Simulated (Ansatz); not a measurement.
Isolated molecules relaxed with PBE0-D4/def2-TZVP in Ansatz; ΔE leaves out vibrations. CCSD(T)/CBS adds triple-zeta CCSD(T) − MP2 to the extrapolated MP2 energy (def2 sets, frozen cores). This one scheme is used for every species. For Ti outer-core shells are correlated without core-valence functions, which leaves a few kJ/mol of doubt a bond. Scalar relativity is left out up to krypton. One conformer a species, not always the lowest.

Reaction (ligand exchange at a Ti–O bond): `C[O][Ti]12345678([F])([C@H]9[C@@H]1[C@@H]2[C@@H]3[C@H]94)[C@H]1[C@@H]5[C@@H]6[C@@H]7[C@H]18` + H–F → `[F][Ti]12345678([F])([C@H]9[C@@H]1[C@@H]2[C@@H]3[C@H]94)[C@H]1[C@@H]5[C@@H]6[C@@H]7[C@H]18` + CH₃OH

```json
{"species": "`C[O][Ti]12345678([F])([C@H]9[C@@H]1[C@@H]2[C@@H]3[C@H]94)[C@H]1[C@@H]5[C@@H]6[C@@H]7[C@H]18`", "CCSD(T)/CBS(def2) energy (Eh)": "-1450.44350"}
{"species": "H–F", "CCSD(T)/CBS(def2) energy (Eh)": "-100.39570"}
{"species": "`[F][Ti]12345678([F])([C@H]9[C@@H]1[C@@H]2[C@@H]3[C@H]94)[C@H]1[C@@H]5[C@@H]6[C@@H]7[C@H]18`", "CCSD(T)/CBS(def2) energy (Eh)": "-1435.23660"}
{"species": "CH₃OH", "CCSD(T)/CBS(def2) energy (Eh)": "-115.61712"}
```

**Question.** Work out ΔE.

**Answer.** ΔE = (-1435.23660) + (-115.61712) − (-1450.44350) − (-100.39570) = -0.01452 Eh = -38.1 kJ/mol.

Largest T1 diagnostic among the species: 0.019.

In def2-TZVPP, CCSD(T) changes the Hartree–Fock value by +36.3 kJ/mol (the triples alone add +7.1 kJ/mol) and MP2 by +44.4 kJ/mol. Leaving LDA and LC-ωPBE aside and taking each functional with its dispersion term where it has one, the values, not all of them listed here, spread over 12.8 kJ/mol, from ωB97X-V to revPBE-D4. LDA lies +16.4 kJ/mol from PBE without D4.
